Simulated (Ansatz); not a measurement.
Basis-set extrapolation for CH6BFSSi (`BSC(F)[SiH3]`) (PBE0-D4/def2-TZVP geometry, frozen core, Ansatz). Multiplicity 1, RHF reference.

|  | def2-TZVPP | def2-QZVPP |
| --- | --- | --- |
| HF | -852.029107 | -852.056655 |
| MP2 correlation | -0.822282 | -0.889103 |
| CCSD(T) correlation | -0.913108 | not run |

Energies in hartree. Use E(X) = E(∞) + A·exp(−7.88·√X) for Hartree–Fock and E(X) = E(∞) + B·X^(−2.97) for correlation, with X = 3 and 4, and add CCSD(T) minus MP2 of the smaller set to the MP2 limit.

Problem. What is the CCSD(T) energy at the basis-set limit?

Solution. HF limit: -852.056655 + (-0.027548) × 0.13774 = -852.06045. MP2 limit: -0.889103 + (-0.066821) × 0.74074 = -0.93860. Higher-order term: -0.913108 − (-0.822282) = -0.09083. Total: -853.08988 hartree, 387.7 kJ/mol below CCSD(T)/def2-TZVPP.
